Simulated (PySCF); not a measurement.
Al(Me)2(NH2), SMILES [CH3][Al]([CH3])[NH2] at its PBE0/def2-SVP optimised geometry (Å):

```
12

Al    -0.1234     0.1002     0.0000
C      1.8369     0.1002     0.0000
H      2.2701    -0.9128    -0.0092
H      2.2337     0.6210     0.8886
H      2.2362     0.6390    -0.8765
C     -1.1835     1.7490     0.0000
H     -0.9505     2.3728     0.8802
H     -2.2701     1.5665     0.0026
H     -0.9546     2.3677    -0.8849
N     -0.9754    -1.4624     0.0006
H     -1.9827    -1.5798     0.0007
H     -0.5286    -2.3728    -0.0002
```

Level of theory: PBE0/def2-TZVP run with PySCF.

Map of the electrostatic potential (hartree/e), clipped to [-0.08, 0.12] on the plane z = 1.2 Å:

```
|2222222222222222222222222222222|
|2222222222222222222222222222222|
|2222222222222222222222222222222|
|2222222222233333222222222222222|
|2222222222344433322222222222222|
|2222222223579753332222222222222|
|2222222223799974333222222222222|
|2222222224999984333332222222222|
|2222222224899964333333333222222|
|2222222223589744333333333322222|
|3333333233455444443334554332222|
|3333333223344567654446997432222|
|3333333223346899975459999532222|
|3333332223458999996469999632222|
|3333333233469999997559999432222|
|3333333233469999997456875322222|
|3333333222358999996444433222222|
|3333333222224799975333322222222|
|3333333221111346654332222222222|
|3333333321000023443322222222222|
|3333333321000001233222332222222|
|3333333321000011222222333222222|
|3333333322110112223333333222222|
|3333333322111222333333333322222|
|3333333322222233333333333332222|
|3333333332223333333333333332222|
|3333333333333333333333333333222|
|3333333333333333333333333333222|
|3333333333333333333333333333322|
|3333333333333333333333333333332|
|3333333333333333333333333333332|
```
Scale: ten equal steps from -0.051 (start of '0') to 0.120 (end of '9'), in the order '0123456789'; x runs from -4.50 to 4.50, y from -4.50 (bottom) to 4.50 (top).
